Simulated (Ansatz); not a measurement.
Ansatz (a program for electronic structure) input (HF/def2-TZVP):

Ansatz 0.2 input:
```yaml
crystal:
  periodic: [false, false, false]
  atoms:
    - {symbol: Y, position_ang: [-0.00000000, -0.00000000, -0.72850452]}
    - {symbol: Cl, position_ang: [0.00000000, 0.00000000, 1.67127508]}
basis:
  gaussian:
    orbitals: def2-TZVP
hamiltonian:
  xc: {name: HF}
relax: {f_tol: 0.003, max_steps: 100}
```

Output:

```
Functional definition: HF
integrals: 0.02 GiB planned
613 factors; integrals over basis functions are off by at most 3.3e-4 eV
mean field: 0.12 GiB planned
mean field evaluation 1: about -13535.0021 eV, gradient 1.7e1 eV
mean field evaluation 2: about -13535.0038 eV, gradient 1.7e1 eV
mean field evaluation 4: about -13536.2452 eV, gradient 1.3e0 eV
mean field evaluation 8: about -13536.2734 eV, gradient 6.0e-3 eV
mean field -13536.27341323 eV, -497.4488727205 hartree, gradient 2.6e-5 eV, S^2 0.000000; 0 other end points of the search recorded, 0 dependent functions left out
the calculation of the forces begins
reference -13536.27341323 eV, -497.4488727205 hartree; 14, 14 occupied and 63, 63 virtual orbitals, 613 factors
relax step   1: F+E_penalty+E_count = -13536.27341323 eV  Δ(F+E_penalty+E_count) = +0.000e0 eV  max|allowed force component| = 6.425e-1 eV/Å  Δτ_max = 0.0000 Å  (34 SCF iters, accepted)
these checks for a lower state are left out or cut short: starts, cluster_reference, orbital_swaps, neighbouring_geometries, increment
integrals: 0.02 GiB planned
613 factors; integrals over basis functions are off by at most 2.8e-4 eV
mean field: 0.12 GiB planned
mean field evaluation 16: about -13536.2858 eV, gradient 4.1e-5 eV
mean field -13536.28582971 eV, -497.4493290179 hartree, gradient 1.3e-5 eV, S^2 0.000000; 0 other end points of the search recorded, 0 dependent functions left out
the calculation of the forces begins
reference -13536.28582971 eV, -497.4493290179 hartree; 14, 14 occupied and 63, 63 virtual orbitals, 613 factors
relax step   2: F+E_penalty+E_count = -13536.28582971 eV  Δ(F+E_penalty+E_count) = -1.242e-2 eV  max|allowed force component| = 2.479e-1 eV/Å  Δτ_max = 0.0351 Å  (34 SCF iters, accepted)
these checks for a lower state are left out or cut short: starts, cluster_reference, orbital_swaps, neighbouring_geometries, increment
integrals: 0.02 GiB planned
613 factors; integrals over basis functions are off by at most 3.0e-4 eV
mean field: 0.12 GiB planned
mean field -13536.28852878 eV, -497.4494282066 hartree, gradient 1.6e-5 eV, S^2 0.000000; 0 other end points of the search recorded, 0 dependent functions left out
the calculation of the forces begins
reference -13536.28852878 eV, -497.4494282066 hartree; 14, 14 occupied and 63, 63 virtual orbitals, 613 factors
relax step   3: F+E_penalty+E_count = -13536.28852878 eV  Δ(F+E_penalty+E_count) = -2.699e-3 eV  max|allowed force component| = 1.517e-2 eV/Å  Δτ_max = 0.0114 Å  (32 SCF iters, accepted)
these checks for a lower state are left out or cut short: starts, cluster_reference, orbital_swaps, neighbouring_geometries, increment
integrals: 0.02 GiB planned
613 factors; integrals over basis functions are off by at most 3.0e-4 eV
mean field: 0.12 GiB planned
mean field evaluation 32: about -13536.2885 eV, gradient 4.4e-5 eV
mean field -13536.28853840 eV, -497.4494285602 hartree, gradient 4.4e-5 eV, S^2 0.000000; 0 other end points of the search recorded, 0 dependent functions left out
the calculation of the forces begins
reference -13536.28853840 eV, -497.4494285602 hartree; 14, 14 occupied and 63, 63 virtual orbitals, 613 factors
relax step   4: F+E_penalty+E_count = -13536.28853840 eV  Δ(F+E_penalty+E_count) = -9.621e-6 eV  max|allowed force component| = 4.935e-5 eV/Å  Δτ_max = 0.0006 Å  (22 SCF iters, accepted)
integrals: 0.02 GiB planned
613 factors; integrals over basis functions are off by at most 3.0e-4 eV
mean field: 0.12 GiB planned
mean field -13536.28853840 eV, -497.4494285602 hartree, gradient 4.4e-5 eV, S^2 0.000000; 1 other end points of the search recorded, 0 dependent functions left out
the calculation of the forces begins
reference -13536.28853840 eV, -497.4494285602 hartree; 14, 14 occupied and 63, 63 virtual orbitals, 613 factors
Total energy: -13536.28853840 eV, -497.4494285602 hartree
Atom 0 at    -0.000000     0.000000    -0.752807 Å, force    -0.000000     0.000000    -0.000049 eV/Å
Atom 1 at     0.000000    -0.000000     1.695578 Å, force     0.000000    -0.000000     0.000049 eV/Å
Dipole moment:     0.000000    -0.000000    -0.584392 e Å
```
